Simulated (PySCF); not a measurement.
An excited-state job on `C#CBC1C=COC=C1`.

Method: TDDFT CAM-B3LYP/def2-SVPD, vertical, gas phase, core orbitals frozen in the response (PySCF 2.14.0, density-fitted response routines). Geometry: GFN2-xTB. The command runs a driver script over a list of jobs; the input below is this job's line of settings and its coordinates in Å.

Command:
```bash
OMP_NUM_THREADS=1 python probes_run.py task.json out
```

Input:
```
{"job": {"kind": "uv", "xc": "CAM-B3LYP", "basis": "def2-SVPD", "nstates": 8, "ntriplets": 3}, "charge": 0, "multiplicity": 1}
C      2.884719     0.400544     0.310578
C      2.030486    -0.246473    -0.243150
B      0.945290    -1.041259    -0.905591
C     -0.506805    -1.058948    -0.260051
C     -1.090501     0.048659    -1.118161
C     -1.240728     1.281443    -0.649957
O     -0.975748     1.669434     0.627969
C     -0.784213     0.638103     1.517258
C     -0.612409    -0.627915     1.175573
H      3.633946     0.963776     0.788120
H      1.126375    -1.559768    -1.939983
H     -1.061212    -1.989033    -0.422858
H     -1.371131    -0.182844    -2.131773
H     -1.637218     2.100711    -1.232792
H     -0.831048     0.995082     2.534369
H     -0.517402    -1.382567     1.939038
```

Task: What does the run print?

Result: 
```
coarse grid: 14120 points
cycle   1  E = -370.3036207823  dE =  1.678e+00  |g| = 5.303e-01  |ddm| = 1.289e+01
cycle   2  E = -370.3103070154  dE = -6.686e-03  |g| = 5.573e-01  |ddm| = 1.981e+00
cycle   3  E = -370.3695999879  dE = -5.929e-02  |g| = 9.618e-02  |ddm| = 8.756e-01
cycle   4  E = -370.3711660095  dE = -1.566e-03  |g| = 4.696e-02  |ddm| = 2.617e-01
cycle   5  E = -370.3716968964  dE = -5.309e-04  |g| = 1.467e-02  |ddm| = 1.094e-01
cycle   6  E = -370.3717469709  dE = -5.007e-05  |g| = 4.637e-03  |ddm| = 3.318e-02
cycle   7  E = -370.3717520114  dE = -5.041e-06  |g| = 1.431e-03  |ddm| = 1.239e-02
final grid: 138480 points
cycle   8  E = -370.4550957504  dE = -4.399e-05  |g| = 4.861e-03  |ddm| = 1.766e-01
cycle   9  E = -370.4550913622  dE =  4.388e-06  |g| = 6.702e-03  |ddm| = 2.654e-02
cycle  10  E = -370.4551012825  dE = -9.920e-06  |g| = 8.558e-04  |ddm| = 1.074e-02
cycle  11  E = -370.4551014543  dE = -1.719e-07  |g| = 2.292e-04  |ddm| = 1.981e-03
cycle  12  E = -370.4551014687  dE = -1.435e-08  |g| = 1.353e-04  |ddm| = 7.762e-04
cycle  13  E = -370.4551014738  dE = -5.111e-09  |g| = 2.984e-05  |ddm| = 2.195e-04
cycle  14  E = -370.4551014745  dE = -6.498e-10  |g| = 9.551e-06  |ddm| = 1.264e-04
converged SCF energy = -370.4551014745

Static polarisability (au): isotropic 92.198, principal 77.703 98.260 100.630

Singlet excitations
state   eV       nm        f      main configurations
  1   3.4693    357.4   0.03439   H->L 0.94
  2   4.4050    281.5   0.00066   H-1->L 0.53, H-2->L 0.38
  3   5.4500    227.5   0.00391   H->L+2 0.63, H->L+1 0.20
  4   5.5233    224.5   0.09283   H-2->L 0.41, H-1->L 0.23, H-3->L 0.16
  5   5.8806    210.8   0.02345   H->L+1 0.42, H-3->L 0.29
  6   5.9128    209.7   0.01519   H-3->L 0.33, H->L+1 0.21, H->L+2 0.17
  7   6.5410    189.5   0.05233   H->L+3 0.78, H->L+6 0.11
  8   6.6787    185.6   0.00321   H-4->L 0.69, H-6->L 0.14

Triplet excitations (Tamm-Dancoff, eV): 2.9251 4.0171 4.1915
```

The SCF starts on a coarse grid where the log names one; the energy can jump when the final grid takes over, and dE then counts from the start density on the new grid. H and L stand for HOMO and LUMO; the number after each pair is its weight.

Task: Give the mean polarisability as a volume in Å³, and the ratio of the largest to the smallest principal value.

Result: 92.198 au × 0.148185 = 13.66 Å³; 100.630/77.703 = 1.30.

Task: Which computed singlet has the largest oscillator strength, and what do all of them sum to?

Result: State 4 at 5.52 eV (224 nm), f = 0.093; the 8 states sum to 0.226.

Main results: HOMO -7.43 eV, LUMO -0.84 eV; lowest singlet 3.47 eV; lowest triplet 2.93 eV (Tamm–Dancoff); mean polarisability 92.2 au.

Task: Estimate the wall time. Hardware: Arm Neoverse N1, one thread, shared host with 64 logical CPUs at a one-minute load of 61. And the peak memory of the process?

Result: About 1.9 min, with 1.1 GiB resident at the peak, the Python interpreter and its libraries included.

One conformer stands for the species.
Labels such as C1 count atoms from 1, the log's own numbers from 0.
